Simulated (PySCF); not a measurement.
Species: C4H8OSi2.
SMILES: `C#C[Si@H]1CC[SiH2]O1`

All values: CAM-B3LYP/def2-SVPD (PySCF, non-relativistic), on one gas-phase PBE0-D3(BJ)/def2-SVP geometry that isn't relaxed in the solvent. The solvent is an IEF-PCM continuum (cavity from Bondi-type radii × 1.2), and excitations are vertical TDDFT with non-equilibrium linear response and a frozen core. Specific hydrogen bonds and non-electrostatic terms are outside this model.

Gas-phase singlets (H = HOMO, L = LUMO):

```json
{"state": "S1", "E (eV)": "5.816", "λ (nm)": "213", "f": "0.001", "leading configurations": "H→L 52%, H-2→L 11%, H-1→L 8%"}
{"state": "S2", "E (eV)": "6.180", "λ (nm)": "201", "f": "0.001", "leading configurations": "H-1→L 36%, H→L+1 14%, H-1→L+1 11%"}
{"state": "S3", "E (eV)": "6.282", "λ (nm)": "197", "f": "0.001", "leading configurations": "H-1→L+1 39%, H-1→L+3 18%, H-1→L+2 8%"}
{"state": "S4", "E (eV)": "7.196", "λ (nm)": "172", "f": "0.005", "leading configurations": "H-2→L 30%, H→L 26%, H-4→L 13%"}
{"state": "S5", "E (eV)": "7.565", "λ (nm)": "164", "f": "0.039", "leading configurations": "H→L+1 40%, H-3→L 20%"}
```

**Question.** Give the list for acetonitrile (ε = 35.69), n² = 1.81.

**Answer.** 
| state | E (eV) | λ (nm) | f | leading configurations | change by rank (eV) |
| --- | --- | --- | --- | --- | --- |
| S1 | 5.862 | 212 | 0.001 | H→L 47%, H-1→L 12%, H-4→L 12% | +0.046 |
| S2 | 6.240 | 199 | 0.001 | H-1→L 33%, H→L+1 17%, H-1→L+1 12% | +0.060 |
| S3 | 6.359 | 195 | 0.002 | H-1→L+1 44%, H-1→L+2 12%, H-2→L+1 11% | +0.077 |
| S4 | 7.134 | 174 | 0.011 | H→L 35%, H-4→L 24%, H-2→L 12% | -0.062 |
| S5 | 7.529 | 165 | 0.061 | H-2→L 24%, H→L+1 21%, H-4→L 19% | -0.036 |

**Question.** How do the frontier levels move from gas to acetonitrile?

**Answer.** 
```json
{"orbital": "LUMO+2", "gas (eV)": "1.30", "solvent (eV)": "1.42", "change (eV)": "+0.12"}
{"orbital": "LUMO+1", "gas (eV)": "0.94", "solvent (eV)": "1.00", "change (eV)": "+0.06"}
{"orbital": "LUMO", "gas (eV)": "0.59", "solvent (eV)": "0.56", "change (eV)": "-0.03"}
{"orbital": "HOMO", "gas (eV)": "-9.33", "solvent (eV)": "-9.28", "change (eV)": "+0.05"}
{"orbital": "HOMO-1", "gas (eV)": "-9.76", "solvent (eV)": "-9.87", "change (eV)": "-0.11"}
{"orbital": "HOMO-2", "gas (eV)": "-9.98", "solvent (eV)": "-9.91", "change (eV)": "+0.07"}
{"orbital": "HOMO-3", "gas (eV)": "-10.16", "solvent (eV)": "-10.16", "change (eV)": "0.00"}
```

The HOMO–LUMO gap goes from 9.92 to 9.85 eV. Rows go by rank; for HOMO and LUMO+2 the atom shares or the degeneracy differ between the runs, so the row needn't follow one orbital.
